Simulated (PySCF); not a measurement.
# Shifts of the heteroatoms

Bonds (- single, = double, # triple, : aromatic): C1=C2, C2-N3, N3-C4, C4=C5, C5-C6, C5-C7, C7-C8, C8-N3. C1 carries H9, H10; C2 carries H11; C4 carries H12; C6 carries H13, H14, H15; C7 carries H16, H17; C8 carries H18, H19. H9 is cis to N3; H10 is trans to N3.

All values are calculated (PySCF 2.14.0 with density-fitted response routines): structure optimised with GFN2-xTB, GIAO PBE0/pcSseg-1 shieldings. No solvent model, one conformer, averaged over atoms made equivalent by symmetry, fast rotation or ring inversion, non-relativistic Hamiltonian.

Problem. What are the $^{15}$N shifts?

Solution. 
```
atoms       environment  σ (ppm)  δ (ppm)
   N3  enamine nitrogen    129.3   -267.2
```

Shieldings were converted by a linear fit to measured shifts: $^{15}$N: δ = -148.07 − 0.921σ (rms 6.3 ppm, 71 shifts vs CH3NO2, solution or neat liquid). A few per cent of atoms miss by over 2 rms, more outside the fitted compound classes.

On a 400 MHz spectrometer $^{15}$N resonates near 40.5 MHz, so 1 ppm is 40.5 Hz.
